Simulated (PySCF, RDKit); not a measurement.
Pair of molecules: SiH4 (SMILES [SiH4]) (first 5 atoms) with HBr (SMILES Br); geometry from B3LYP-D3(BJ)/def2-TZVP, rigid monomers moved along the line of their centres of mass till H3···H7 is 2.41 Å.
(charge 0, multiplicity 1):
```
atom    x (Å)    y (Å)    z (Å)
----  -------  -------  -------
Si     0.2156  -0.2373   0.0107
H      0.8036  -1.5437   0.3764
H     -0.9932  -0.0054   0.8414
H     -0.1808  -0.2386  -1.4145
H      1.1877   0.8467   0.2677
Br    -0.0729  -0.0232   4.4980
H     -0.7345   0.0361   3.2346
```

Monomers are frozen at their geometry in the pair; levels with a basis set take the counterpoise correction. Rows marked so take none. RDKit's UFF carries no charges.

Rows in 6-31G*, LANL2DZ carry no dispersion term and start afresh at each structure (6-31G* with six Cartesian d functions); the Pople sets are all-electron and without relativity. LANL2DZ brings its own core potentials from Na on.

Run with PySCF for 6-31G* rows, LANL2DZ rows; RDKit for the force fields. Each number belongs to the level named beside it.

Question: One of these levels gives -22.0 meV for the interaction energy. Which one is it?
(A) UFF
(B) B3LYP/LANL2DZ (no counterpoise)
(C) HF/6-31G*

Answer: A, UFF. The others give 11.4 (HF/6-31G*), -5.2 (B3LYP/LANL2DZ (no counterpoise))
